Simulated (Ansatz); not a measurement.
C₉H₁₁+ (`C[C+](C)c1ccccc1`), 20 atoms. Total charge 1; spin multiplicity 1. All runs use 3 threads of an AMD EPYC 7R13 on a shared host and a share of an NVIDIA H100 80 GB. Correlated methods freeze the cores.

Task: How many basis functions does each run have, and how long does it take in Ansatz? RKS ωB97X-V/def2-TZVPP energy; RKS ωB97M-V/def2-SVP energy; RKS revPBE-D4/def2-TZVPP energy; RKS PBE0-D4/def2-SVP energy; RKS r2SCAN0-D4/def2-TZVPP energy; RKS PBE0-D4/def2-TZVP relaxation (17 steps); RKS ωB97M-V/def2-QZVPP energy; RKS CAM-B3LYP-D4/def2-TZVPP energy; RHF-MP2/def2-QZVPP energy; RKS PBE0-D4/def2-QZVPP energy; direct RPA on PBE orbitals/def2-TZVPP energy; RHF-CCSD(T)/def2-SVP energy. (Estimate.)

Result: Computed: Other jobs shared the machine, so times are rough.

```tsv
level	job	functions	wall time	peak host memory (GiB)
RKS PBE0-D4/def2-SVP	energy	181	2.5 s	0.84
RKS CAM-B3LYP-D4/def2-TZVPP	energy	433	2.6 s	0.95
RKS r2SCAN0-D4/def2-TZVPP	energy	433	2.9 s	0.96
RKS revPBE-D4/def2-TZVPP	energy	433	3.3 s	0.94
RKS ωB97X-V/def2-TZVPP	energy	433	3.3 s	1
RKS PBE0-D4/def2-QZVPP	energy	843	3.5 s	1.4
RHF-CCSD(T)/def2-SVP	energy	181	4 s	0.82
direct RPA on PBE orbitals/def2-TZVPP	energy	433	4.3 s	2.2
RKS ωB97M-V/def2-QZVPP	energy	843	4.8 s	1.5
RKS ωB97M-V/def2-SVP	energy	181	5.5 s	0.93
RHF-MP2/def2-QZVPP	energy	843	15 s	8.8
RKS PBE0-D4/def2-TZVP	relaxation (17 steps)	345	39 s	0.99
```
